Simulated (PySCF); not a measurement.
A calculated (LDA, PySCF 2.14, aug-cc-pVQZ-DK, the spin-free X2C one-electron Hamiltonian (Gaussian nucleus)) atom or ion has these occupied shells.

| shell | electrons | orbital energy (eV) | rms radius, mean of both spins (bohr) |
| --- | --- | --- | --- |
| 1s | 2 | -305.84 | 0.316 |
| 2s | 2 | -40.170 | 1.48 |

(1) Name the element and its charge.

Answers

(1) C²⁺ (carbon, charge +2), in [He] 2s2, closed-shell 1S.
